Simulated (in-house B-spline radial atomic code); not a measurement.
## RPA and G0W0 on Hartree-Fock: the iodine ion I⁵⁺

Configuration [Kr] 4d10 5s2, mean-field start Hartree-Fock. Computed with a B-spline radial code for spherical atoms: all electrons, scalar-relativistic (spin-free one-electron X2C), finite nucleus, each spin shell either full or empty, empty states to l = 9 with an (l + 1/2)⁻⁴ tail; G0W0 by contour deformation at full frequency.

Command:
```bash
python run_gw.py task.json out
```
Settings (radii: box in bohr, nucleus in fm):
```
Z                        53
electrons                48
configuration            [Kr] 4d10 5s2
hamiltonian              x2c
method                   hf
lmax                     9
rms_radius               4.75
spin_polarised           False
box_radius               10.43
intervals                67
ion_configuration        [Kr] 4d10 5s1
```

Time taken, with all properties: 11 s on 1 thread of Arm Neoverse N1 (shared host).

Energies (hartree):

```tsv
term	value
mean-field total	-7107.38587
Hartree-Fock functional on these orbitals	-7107.38587
direct second order	-4.0051
second-order exchange	1.1074
SOSEX correction	1.0469
```

Question: What is the RPA correlation energy, and what remains with SOSEX?

Answer: RPA gives -3.6103 hartree (-2.05 eV per electron); RPA + SOSEX gives -2.5634, and the second-order doubles (MP2) -2.8977 hartree. RPA lacks exchange-type terms and so overcorrelates at short range.

Quasi-particle levels (eV):

| level | occupied | mean field | Σx - vxc | Σc | QP weight | G0W0 |
| --- | --- | --- | --- | --- | --- | --- |
| 5s | yes | -72.49 | 0.00 | ? | ? | ? |
| 4d | yes | -120.71 | 0.00 | 0.22 | 0.960 | -120.49 |
| 5p | no | -49.35 | 0.00 | -1.36 | 0.977 | -50.71 |

G0W0 = mean field + (Σx - vxc) + Σc, with Σc (partial-wave tail included) taken at the quasi-particle energy. Only the outer levels were computed. Levels of low weight are left out.

Question: Where does G0W0 put 5s?

Answer: At -74.75 eV, with Σc = -2.26 eV and a quasi-particle weight of 0.976. The tabulated removal energy is 74.4 ± 0.4 eV (NIST, semi-empirical); the calculation leaves out spin-orbit coupling, Breit and QED terms, and what these don't explain is the method's own error.

Question: What does it cost to remove one electron (to [Kr] 4d10 5s1) by differences of total energies, each species on its own start (correlation terms add to the Hartree-Fock functional)?

Answer: Hartree-Fock functional 72.26 eV, + RPA 74.51 eV, + RPA + SOSEX 74.04 eV, + second order 74.93 eV. Tabulated: 74.4 ± 0.4 eV (NIST, semi-empirical); the calculation leaves out spin-orbit coupling, Breit and QED terms, and what these don't explain is the method's own error.
